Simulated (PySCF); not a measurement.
# SrIn⁺: frontier orbitals

r²SCAN at R = 3.805 Å; basis Sr def2-SVP with ECP28, In def2-SVP with ECP28; scalar-relativistic core potentials; PySCF 2.14. State: ¹Σ⁺ (singlet), closed shell. Only the outer orbitals are listed, counted within each symmetry, core potentials removing the inner ones.

```csv
orbital,occ.,ε (eV),on Sr (%),main shells (%)
1δ,2,-23.50,0,100 In d
1δ,2,-23.50,0,100 In d
3π,2,-23.31,0,100 In d
3π,2,-23.31,0,100 In d
5σ,2,-23.24,0,100 In d
6σ,2,-12.64,4,96 In s
7σ,2,-7.76,65,"62 Sr s, 32 In p"
4π,0,-6.39,25,"75 In p, 18 Sr d"
4π,0,-6.39,25,"75 In p, 18 Sr d"
8σ,0,-6.22,64,"36 In p, 34 Sr s, 19 Sr d"
```

Problem. Which are the highest filled and the lowest empty level, where do they sit, and how wide is the gap?

Solution. Highest filled 7σ at -7.76 eV (in %: 62 Sr s, 32 In p); lowest empty 4π at -6.39 eV (in %: 75 In p, 18 Sr d); the gap at r²SCAN is 1.37 eV.

| Property | Result |
| --- | --- |
| bond order (Mayer) | 0.92 |
| ⟨S²⟩ | 0.000 |
| charge on Sr (Mulliken, basis-dependent) | 0.62 |
| charge on Sr (Löwdin, basis-dependent) | 0.55 |
| dipole moment (positive dipole points towards In; it is taken about the centre of mass and depends on that origin) | -5.43 D |

Closed-shell solutions of metal pairs were not tested for spin polarisation, which can lower them a little. Spin–orbit coupling is left out.
